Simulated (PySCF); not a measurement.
Species: Br4Si, SMILES `Br[Si](Br)(Br)Br` (charge 0, multiplicity 1).

Q: What is the computed HOMO–LUMO gap, HOMO and dipole moment (PySCF with PBE-D3(BJ)/def2-TZVP // r2SCAN-D4/def2-TZVP)?

A: 
```yaml
HOMO–LUMO gap: 4.83 eV
HOMO: -7.40 eV
dipole_moment: 0.00 D
```
